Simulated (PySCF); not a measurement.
# $^{19}$F chemical shifts

[PySCF 2.14: GIAO PBE0/pcSseg-1 shieldings; GFN2-xTB geometry; relativity neglected; gas phase; one averaged value for each set of equivalent atoms; a single conformation]

Shieldings were converted by a linear fit to measured shifts: $^{19}$F (scatter 6.0 ppm rms, 7.0 ppm with the 5 outliers that the fit left out vs CFCl3, solution or neat liquid, with a term for F on sp3 carbon). A few per cent of atoms miss by over 2 rms, more outside the fitted compound classes.

(1) Give the $^{19}$F shifts of `C=C(C)[SiH2][C@@](F)(Cl)C[SiH3]`, `C[C@@H]1CC[C@H](C(C)(F)F)C1`.

(2) Match the shifts -51.5, -113.6, -266.1 ppm to `C/C=C/C(C)(C)CC(F)F`, `CC(C)=C[SiH2][C@@H](F)[SiH2]Cl`, `CO[SiH2][SiH2]C(F)(F)F`.

Answers

(1) 
```json
{"compound": "C=C(C)[SiH2][C@@](F)(Cl)C[SiH3]", "environment": "fluorine on an sp3 carbon", "δ (ppm)": "-113.9"}
{"compound": "[CH3:1][C@@H:2]1[CH2:3][CH2:4][C@H:5]([C:6]([CH3:7])([F:8])[F:9])[CH2:10]1", "environment": "F9: fluorine of a CF2 group", "δ (ppm)": "-95.7"}
{"compound": "[CH3:1][C@@H:2]1[CH2:3][CH2:4][C@H:5]([C:6]([CH3:7])([F:8])[F:9])[CH2:10]1", "environment": "F8: fluorine of a CF2 group", "δ (ppm)": "-119.7"}
```

(2) -51.5: CO[SiH2][SiH2]C(F)(F)F (fluorine of a CF3 group); -113.6: C/C=C/C(C)(C)CC(F)F (fluorine of a CF2 group); -266.1: CC(C)=C[SiH2][C@@H](F)[SiH2]Cl (fluorine on an sp3 carbon).
